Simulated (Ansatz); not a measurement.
## Several solutions for quintet CrO

```csv
atom,x (Å),y (Å),z (Å)
Cr,0.0000,0.0000,0.0000
O,0.0000,0.0000,4.2120
```

Basis set: def2-SVP (spherical functions). Charge 0, multiplicity 5.

PBE0 (unrestricted) was run from several starts with Ansatz (development build ahead of 0.2.0).

| run | program | start | converged | energy (hartree) | <S²> |
| --- | --- | --- | --- | --- | --- |
| A | Ansatz | search for the lowest state | yes | -1119.00893 | 7.89 |
| B | Ansatz | stability test followed | yes | -1118.91366 | 7.77 |
| C | Ansatz | atomic start, no search | yes | -1118.91366 | 7.77 |

Which runs reached the lowest solution of this kind, and what is wrong with the others?

A reached the lowest solution found. Converged but too high: B by 2.59 eV, C by 2.59 eV. Convergence only shows a stationary point, and even a stable one can lie too high; stability tests and further starts are what find lower ones. Caution: charge can spread falsely over distant fragments. Caution: the unrestricted determinant is a mixture of spin states.
